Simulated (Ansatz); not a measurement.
C2H9AlSi (`[CH3][AlH][SiH2]C`), relaxed with RKS PBE-D4/def2-SVP in Ansatz from a rough embedded geometry. The force threshold is 0.03 eV/Å; the program also tests the step.

Charge 0, multiplicity 1.

Start:

```xyz
13

C    -0.897    0.534    1.928
Al    0.885    0.564    1.146
Si    1.139   -0.160   -1.052
C    -0.538   -0.762   -1.783
H    -1.178    1.564    2.297
H    -1.671    0.144    1.274
H    -0.902   -0.137    2.866
H     2.146    1.033    1.953
H     2.012   -1.312   -1.137
H     1.642    0.927   -1.919
H    -1.251    0.177   -1.709
H    -0.954   -1.537   -1.132
H    -0.433   -1.035   -2.731
```

**Question.** By how much does the energy fall, and how many steps does the optimiser take? (An estimate is asked.)

**Answer.** Computed: 13.86 kcal/mol, in 6 steps.

**Question.** Which bonds change most? (Best estimate.)

**Answer.** Computed: Al2–Si3 from 2.328 to 2.468 Å; C4–H13 from 0.992 to 1.109 Å; C4–H11 from 1.181 to 1.109 Å; Si3–H9 from 1.449 to 1.515 Å.

**Question.** Give the relaxed structure. (Estimate.)

**Answer.** Ansatz gave: 
```xyz
13

C    -0.905    0.589    2.130
Al    0.844    0.571    1.217
Si    1.094   -0.196   -1.115
C    -0.541   -0.768   -1.916
H    -1.146    1.612    2.496
H    -1.747    0.248    1.494
H    -0.877   -0.059    3.034
H     2.132    1.077    2.040
H     2.096   -1.330   -1.182
H     1.692    0.911   -1.958
H    -1.284    0.055   -1.925
H    -0.980   -1.616   -1.352
H    -0.377   -1.096   -2.963
```
